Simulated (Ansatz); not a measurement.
**Nudged elastic band run: C$_{2}$H$_{9}$AsSSi**

input.yaml

```yaml
crystal:
  periodic: [false, false, false]
  atoms:
    - { symbol: C, position_ang: [-1.08801, 1.80511, 0.672497] }
    - { symbol: S, position_ang: [0.719392, 1.603055, 1.050417] }
    - { symbol: Si, position_ang: [0.807629, -0.559662, 1.212085] }
    - { symbol: C, position_ang: [0.283125, -1.394933, -0.408466] }
    - { symbol: As, position_ang: [1.153269, -0.542469, -2.034168] }
    - { symbol: H, position_ang: [-1.350967, 1.332044, -0.292965] }
    - { symbol: H, position_ang: [-1.275399, 2.89226, 0.599349] }
    - { symbol: H, position_ang: [-1.716451, 1.386533, 1.482011] }
    - { symbol: H, position_ang: [-0.068599, -1.049302, 2.332822] }
    - { symbol: H, position_ang: [2.243239, -0.852844, 1.524109] }
    - { symbol: H, position_ang: [-0.818623, -1.393424, -0.516392] }
    - { symbol: H, position_ang: [0.611511, -2.45553, -0.38748] }
    - { symbol: H, position_ang: [0.12578, 0.603574, -2.152644] }
    - { symbol: H, position_ang: [0.361203, -1.403613, -3.052275] }
basis:
  gaussian: { orbitals: def2-SVP }
hamiltonian:
  xc: blyp
  dispersion: d4
neb:
  order_check: false
  images: 7
  f_tol: 0.03
  max_iterations: 60
  spring: 50.0
  final_atoms:
    - { symbol: C, position_ang: [-0.59507186, 2.17734659, 0.64443756] }
    - { symbol: S, position_ang: [-1.37384222, 0.6383499, 1.33755439] }
    - { symbol: Si, position_ang: [0.29993782, -0.74321236, 1.23550278] }
    - { symbol: C, position_ang: [0.48383283, -1.59783439, -0.44971849] }
    - { symbol: As, position_ang: [0.54059538, -0.33029272, -2.03005278] }
    - { symbol: H, position_ang: [0.30661437, 2.45645609, 1.22121728] }
    - { symbol: H, position_ang: [-1.35167917, 2.97780159, 0.7438603] }
    - { symbol: H, position_ang: [-0.33384342, 2.0645442, -0.42425471] }
    - { symbol: H, position_ang: [0.03119373, -1.78135098, 2.28457744] }
    - { symbol: H, position_ang: [1.55807698, 0.01168807, 1.56019012] }
    - { symbol: H, position_ang: [-0.33948576, -2.32519158, -0.58768017] }
    - { symbol: H, position_ang: [1.44130128, -2.16146955, -0.45528133] }
    - { symbol: H, position_ang: [-0.96517505, 0.00559394, -1.95442411] }
    - { symbol: H, position_ang: [0.28464409, -1.42162981, -3.09702827] }
  initial_path:
    images:
      - { positions_ang: [[-1.08801, 1.80511, 0.672497], [0.719392, 1.603055, 1.050417], [0.807629, -0.559662, 1.212085], [0.283125, -1.394933, -0.408466], [1.153269, -0.542469, -2.034168], [-1.350967, 1.332044, -0.292965], [-1.275399, 2.89226, 0.599349], [-1.716451, 1.386533, 1.482011], [-0.068599, -1.049302, 2.332822], [2.243239, -0.852844, 1.524109], [-0.818623, -1.393424, -0.516392], [0.611511, -2.45553, -0.38748], [0.12578, 0.603574, -2.152644], [0.361203, -1.403613, -3.052275]] }
      - { positions_ang: [[-1.07001401, 1.86965976, 0.86738415], [0.42707628, 1.5874837, 0.75347595], [0.65143014, -0.51296655, 1.06073106], [0.32126185, -1.44136936, -0.49185732], [1.28273186, -0.65300695, -2.05230799], [-1.48790956, 1.37324661, 0.23358814], [-1.30605411, 2.95798633, 0.78767347], [-1.34426219, 1.56357714, 1.65711835], [-0.24231324, -0.99403468, 2.1652485], [2.06146742, -0.68624326, 1.46635637], [-0.77207131, -1.48936981, -0.69010483], [0.64376064, -2.4811247, -0.36774107], [0.23879158, 0.45798691, -2.30131267], [0.58320365, -1.58102612, -3.05935211]] }
      - { positions_ang: [[-1.05201803, 1.93420951, 1.0622713], [0.13476056, 1.5719124, 0.45653491], [0.49523129, -0.46627111, 0.90937712], [0.3593987, -1.48780572, -0.57524865], [1.41219472, -0.7635449, -2.07044798], [-1.62485213, 1.41444922, 0.76014129], [-1.33670923, 3.02371265, 0.97599793], [-0.97207337, 1.74062127, 1.83222569], [-0.41602748, -0.93876735, 1.997675], [1.87969585, -0.51964253, 1.40860374], [-0.72551963, -1.58531562, -0.86381765], [0.67601028, -2.5067194, -0.34800213], [0.35180315, 0.31239982, -2.44998134], [0.80520431, -1.75843925, -3.06642922]] }
      - { positions_ang: [[-1.03402204, 1.99875927, 1.25715845], [-0.15755516, 1.5563411, 0.15959386], [0.33903243, -0.41957566, 0.75802317], [0.39753555, -1.53424208, -0.65863997], [1.54165758, -0.87408285, -2.08858797], [-1.76179469, 1.45565182, 1.28669443], [-1.36736434, 3.08943898, 1.1643224], [-0.59988456, 1.91766541, 2.00733304], [-0.58974171, -0.88350003, 1.8301015], [1.69792427, -0.35304179, 1.3508511], [-0.67896794, -1.68126143, -1.03753048], [0.70825992, -2.53231411, -0.3282632], [0.46481473, 0.16681273, -2.59865], [1.02720496, -1.93585237, -3.07350633]] }
      - { positions_ang: [[-1.01602605, 2.06330902, 1.4520456], [-0.44987088, 1.5407698, -0.13734719], [0.18283358, -0.37288021, 0.60666923], [0.4356724, -1.58067844, -0.74203129], [1.67112045, -0.98462079, -2.10672797], [-1.89873725, 1.49685443, 1.81324758], [-1.39801946, 3.15516531, 1.35264686], [-0.22769575, 2.09470954, 2.18244038], [-0.76345595, -0.8282327, 1.662528], [1.51615269, -0.18644105, 1.29309847], [-0.63241625, -1.77720724, -1.2112433], [0.74050955, -2.55790881, -0.30852427], [0.5778263, 0.02122564, -2.74731867], [1.24920562, -2.11326549, -3.08058344]] }
      - { positions_ang: [[-0.9107875, 2.09181841, 1.25014359], [-0.68086372, 1.31516483, 0.23137821], [0.21210964, -0.46546325, 0.76387762], [0.44771251, -1.58496742, -0.66895309], [1.38848918, -0.82103878, -2.08755917], [-1.34739935, 1.73675485, 1.66524], [-1.38643438, 3.11082438, 1.20045022], [-0.25423266, 2.08716821, 1.53076661], [-0.56479353, -1.06651227, 1.81804036], [1.52663376, -0.13690877, 1.35987138], [-0.55918363, -1.91420333, -1.05535252], [0.91570749, -2.45879899, -0.34521353], [0.19207596, 0.01731772, -2.54909503], [1.00806524, -1.94035657, -3.08469465]] }
      - { positions_ang: [[-0.80554896, 2.12032781, 1.04824158], [-0.91185655, 1.08955985, 0.6001036], [0.2413857, -0.55804628, 0.921086], [0.45975262, -1.58925641, -0.59587489], [1.10585791, -0.65745676, -2.06839037], [-0.79606144, 1.97665526, 1.51723243], [-1.37484931, 3.06648345, 1.04825358], [-0.28076958, 2.07962687, 0.87909283], [-0.36613111, -1.30479184, 1.97355272], [1.53711484, -0.08737649, 1.42664429], [-0.48595101, -2.05119941, -0.89946174], [1.09090542, -2.35968918, -0.3819028], [-0.19367437, 0.01340979, -2.35087139], [0.76692485, -1.76744765, -3.08880586]] }
      - { positions_ang: [[-0.70031041, 2.1488372, 0.84633957], [-1.14284939, 0.86395488, 0.968829], [0.27066176, -0.65062932, 1.07829439], [0.47179272, -1.5935454, -0.52279669], [0.82322664, -0.49387474, -2.04922157], [-0.24472354, 2.21655568, 1.36922486], [-1.36326424, 3.02214252, 0.89605694], [-0.3073065, 2.07208553, 0.22741906], [-0.16746869, -1.54307141, 2.12906508], [1.54759591, -0.03784421, 1.49341721], [-0.41271839, -2.1881955, -0.74357095], [1.26610335, -2.26057936, -0.41859207], [-0.57942471, 0.00950187, -2.15264775], [0.52578447, -1.59453873, -3.09291706]] }
      - { positions_ang: [[-0.59507186, 2.17734659, 0.64443756], [-1.37384222, 0.6383499, 1.33755439], [0.29993782, -0.74321236, 1.23550278], [0.48383283, -1.59783439, -0.44971849], [0.54059538, -0.33029272, -2.03005278], [0.30661437, 2.45645609, 1.22121728], [-1.35167917, 2.97780159, 0.7438603], [-0.33384342, 2.0645442, -0.42425471], [0.03119373, -1.78135098, 2.28457744], [1.55807698, 0.01168807, 1.56019012], [-0.33948576, -2.32519158, -0.58768017], [1.44130128, -2.16146955, -0.45528133], [-0.96517505, 0.00559394, -1.95442411], [0.28464409, -1.42162981, -3.09702827]] }
```

Command:

```bash
$ ansatz run input.yaml --threads 2 --pin off --max-ram 3072MiB --backend cpu --events-out ev --progress --plain --runs-dir out
```

Output, in part (warnings, iteration lines, the closing report on the highest movable image, with atoms numbered from 0):

```
NEB end point (image 0): max|allowed force component| = 5.252e-3 eV/Å (the criterion of neb.relax_end_points is 1.000e-2)
NEB end point (image 8): max|allowed force component| = 9.011e-3 eV/Å (the criterion of neb.relax_end_points is 1.000e-2)
NEB iter   1: max|band force component| = 1.645e2 eV/Å  barrier→ = 66.3340 eV  barrier← = 66.3073 eV  Δτ_max = 0.2000 Å  (263 SCF iters)
NEB iter   2: max|band force component| = 5.545e1 eV/Å  barrier→ = 25.3534 eV  barrier← = 25.3267 eV  Δτ_max = 0.1989 Å  (234 SCF iters)
NEB iter   3: max|band force component| = 3.202e1 eV/Å  barrier→ = 11.5818 eV  barrier← = 11.5550 eV  Δτ_max = 0.1995 Å  (221 SCF iters)
NEB iter   4: max|band force component| = 1.499e1 eV/Å  barrier→ = 5.0072 eV  barrier← = 4.9805 eV  Δτ_max = 0.2000 Å  (222 SCF iters)
NEB iter   5: max|band force component| = 6.513e0 eV/Å  barrier→ = 1.8539 eV  barrier← = 1.8271 eV  Δτ_max = 0.1973 Å  (208 SCF iters)
NEB iter   6: max|band force component| = 2.520e0 eV/Å  barrier→ = 0.4651 eV  barrier← = 0.4384 eV  Δτ_max = 0.1270 Å  (208 SCF iters)
NEB iter   7: max|band force component| = 8.071e-1 eV/Å  barrier→ = 0.1502 eV  barrier← = 0.1234 eV  Δτ_max = 0.1507 Å  (211 SCF iters)
NEB iter   8: max|band force component| = 4.700e-1 eV/Å  barrier→ = 0.0918 eV  barrier← = 0.0651 eV  CI = image 3  Δτ_max = 0.1219 Å  (210 SCF iters)
NEB iter   9: max|band force component| = 1.952e-1 eV/Å  barrier→ = 0.0979 eV  barrier← = 0.0711 eV  CI = image 3  Δτ_max = 0.0976 Å  (206 SCF iters)
NEB iter  10: max|band force component| = 2.123e-1 eV/Å  barrier→ = 0.1010 eV  barrier← = 0.0742 eV  CI = image 3  Δτ_max = 0.0492 Å  (206 SCF iters)
NEB iter  11: max|band force component| = 9.943e-2 eV/Å  barrier→ = 0.1014 eV  barrier← = 0.0747 eV  CI = image 3  Δτ_max = 0.0397 Å  (207 SCF iters)
NEB iter  12: max|band force component| = 3.491e-2 eV/Å  barrier→ = 0.1004 eV  barrier← = 0.0737 eV  CI = image 3  Δτ_max = 0.0802 Å  (203 SCF iters)
NEB iter  13: max|band force component| = 1.652e-1 eV/Å  barrier→ = 0.0988 eV  barrier← = 0.0721 eV  CI = image 3  Δτ_max = 0.0400 Å  (205 SCF iters)
NEB iter  14: max|band force component| = 8.707e-2 eV/Å  barrier→ = 0.0977 eV  barrier← = 0.0710 eV  CI = image 3  Δτ_max = 0.0400 Å  (207 SCF iters)
NEB iter  15: max|band force component| = 3.013e-2 eV/Å  barrier→ = 0.0970 eV  barrier← = 0.0702 eV  CI = image 3  Δτ_max = 0.0801 Å  (190 SCF iters)
NEB iter  16: max|band force component| = 2.891e-2 eV/Å  barrier→ = 0.0964 eV  barrier← = 0.0696 eV  CI = image 3  Δτ_max = 0.0323 Å  (189 SCF iters)
NEB iter  17: max|band force component| = 3.256e-1 eV/Å  barrier→ = 0.0959 eV  barrier← = 0.0691 eV  CI = image 3  Δτ_max = 0.0800 Å  (30 SCF iters)
NEB iter  18: max|band force component| = 3.897e-2 eV/Å  barrier→ = 0.0955 eV  barrier← = 0.0688 eV  CI = image 3  Δτ_max = 0.1097 Å  (202 SCF iters)
NEB iter  19: max|band force component| = 4.894e-2 eV/Å  barrier→ = 0.0952 eV  barrier← = 0.0685 eV  CI = image 3  Δτ_max = 0.0547 Å  (194 SCF iters)
NEB iter  20: max|band force component| = 5.048e-2 eV/Å  barrier→ = 0.0950 eV  barrier← = 0.0683 eV  CI = image 3  Δτ_max = 0.0274 Å  (201 SCF iters)
NEB iter  21: max|band force component| = 3.650e-2 eV/Å  barrier→ = 0.0949 eV  barrier← = 0.0682 eV  CI = image 3  Δτ_max = 0.0274 Å  (199 SCF iters)
NEB iter  22: max|band force component| = 2.845e-2 eV/Å  barrier→ = 0.0949 eV  barrier← = 0.0681 eV  CI = image 3  Δτ_max = 0.0000 Å  (414 SCF iters)
Total energy: -81760.57812949 eV, -3004.6458269486 hartree
Atom 0 at    -1.243222     2.078600     1.334808 Å, force     0.004316    -0.000685    -0.003778 eV/Å
Atom 1 at     0.119802     1.641500     0.148071 Å, force    -0.000166     0.001854    -0.000141 eV/Å
Atom 2 at     0.581950    -0.395411     0.775047 Å, force    -0.003794    -0.000342     0.002201 eV/Å
Atom 3 at     0.340168    -1.592892    -0.672046 Å, force     0.003962    -0.000223     0.002048 eV/Å
Atom 4 at     1.582488    -1.213493    -2.232766 Å, force    -0.007598    -0.001264     0.000581 eV/Å
Atom 5 at    -2.101026     1.387321     1.238691 Å, force    -0.001131    -0.000426     0.001725 eV/Å
Atom 6 at    -1.569576     3.098998     1.060245 Å, force    -0.000873    -0.000739    -0.000996 eV/Å
Atom 7 at    -0.880937     2.085970     2.379505 Å, force    -0.000213    -0.000530     0.001368 eV/Å
Atom 8 at    -0.340094    -0.730143     1.913661 Å, force     0.000489    -0.000633     0.000661 eV/Å
Atom 9 at     2.003056    -0.489909     1.251672 Å, force     0.000170     0.000484    -0.000502 eV/Å
Atom 10 at    -0.713374    -1.561608    -1.010294 Å, force     0.000448     0.000412    -0.000079 eV/Å
Atom 11 at     0.568047    -2.625278    -0.331852 Å, force    -0.000512    -0.000033     0.000494 eV/Å
Atom 12 at     0.963996     0.171398    -2.532895 Å, force     0.002259     0.001277    -0.001033 eV/Å
Atom 13 at     0.675822    -1.884253    -3.292946 Å, force     0.002644     0.000849    -0.002548 eV/Å
Dipole moment:    -0.316904    -0.129070     0.179708 e Å
```

The run converged. The band force fell under the threshold earlier too, but the program's further tests of the path sent the band on. The profile has 2 maxima (images 3, 7) with wells between them (image 5): this band takes more than one step, which may be the mechanism or a detour left from its start path. Another band between the same ends (7 images) ends at a top of the same energy, where a vibrational analysis finds 1 clearly imaginary mode.

Final band (atoms are numbered from 1 in the order of the input):

```
image  path coordinate (Å)  energy (kJ/mol)  dihedral C1–S2–Si3–C4 (°)
    0                 0.00              0.0                         60
    1                 1.17              2.2                         72
    2                 2.35              5.9                         93
    3                 3.52              9.2                        121
    4                 4.88              5.6                        155
    5                 6.23              3.5                       -175
    6                 7.59              6.7                       -144
    7                 8.94              7.1                       -113
    8                10.30              2.6                        -85
```

The run took 2.9 min on 2 threads of AMD EPYC 9R45 96-Core Processor (Zen 5), with other jobs on the host, peak memory 0.25 GiB.
